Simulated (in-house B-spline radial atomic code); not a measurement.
Results of a calculation; reference values are marked as such.
How size changes two electrons in a parabolic InAs dot with a double donor at its centre

For InAs the NSM archive of the Ioffe Institute lists m* = 0.023 m0 and ε = 15.15. Real donors also feel a central-cell potential, which shifts the ground state; some double donors stay shallow and helium-like, others are deep centres that this model can't describe. In so narrow a gap the band flattens within tens of meV, so real spacings are smaller, by up to some tenths.

Effective-mass model with parabolic bands, a uniform dielectric constant, no image charges, no central-cell or spin-orbit terms. Two-electron levels come from full CI in B-splines with partial waves to l = 5 (up to 0.001 effective hartree above the limit).

Ha* = 2.727 meV, a* = 34.86 nm.

```csv
ħω (meV),s-p spacing (meV),J_ss (meV),"charging energy, CI (meV)","gap to the lowest triplet, CI (meV)",leading natural occupation
6.68,11.7,4.81,4.54,9.9,1.994
4.66,9.23,4.36,4.07,7.57,1.993
1.29,5.15,3.56,3.19,3.54,1.987
0.704,4.52,3.46,3.06,2.81,1.986
0.404,4.26,3.43,3.02,2.36,1.985
0.0646,4.1,3.41,2.99,2,1.984
0.0338,4.09,3.41,2.99,1.99,1.984
```

Question: With what end-to-end powers of ħω do the columns change between the first and last rows?

Answer: Spacing +0.20, J_ss +0.07, charging energy +0.08, triplet gap +0.30. In large dots the donor takes over: the spacing tends to 3/2 Ha* = 4.09 meV and the triplet gap to that of a helium-like centre, 0.7285 Ha* = 1.99 meV.

Question: Where does repulsion overtake the orbital spacing, and what happens to the ratio of triplet gap to spacing?

Answer: J_ss stays below the spacing in all rows. The ratio goes from 0.85 to 0.49, while the leading occupation goes from 1.994 to 1.984. The lowest triplet changes from sp to ss between 0.704 and 0.404 meV.
